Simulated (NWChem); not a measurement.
System: C₂H₄BFO₂; SMILES FB(C(C)=O)O

```xyz
10

C     -1.0975    -1.6328     0.0000
C      0.1071    -0.7433     0.0000
O      1.2459    -1.1802     0.0000
B     -0.0079     0.8708     0.0000
O      1.1407     1.5492     0.0000
F     -1.1734     1.4998     0.0000
H     -1.7235    -1.4116     0.8803
H     -1.7235    -1.4116    -0.8803
H     -0.8024    -2.6904     0.0000
H      1.8593     0.8925     0.0000
```
Atoms are numbered in this order, from 1.

Program: NWChem. Pople sets run with spherical d functions. Coordinates come from a PBE0/def2-SVP optimisation. B3LYP is NWChem's, with the RPA form of VWN correlation. Atomic charges in e: unrestrained fits to the electrostatic potential beside Mulliken populations; buried atoms are poorly determined by the fit.

For level B3LYP/def2-SVP:

```
Quantity     Result
-----------  ------
Mulliken C1    0.06
Mulliken C2    0.00
Mulliken O3   -0.24
ESP B4         0.52
Mulliken B4    0.05
ESP O5        -0.53
Mulliken O5   -0.08
```

How do the values read with level Hartree-Fock/6-31G* instead?

Mulliken C1: -0.59
Mulliken C2: 0.30
Mulliken O3: -0.55
ESP B4: 0.69
Mulliken B4: 0.83
ESP O5: -0.65
Mulliken O5: -0.71
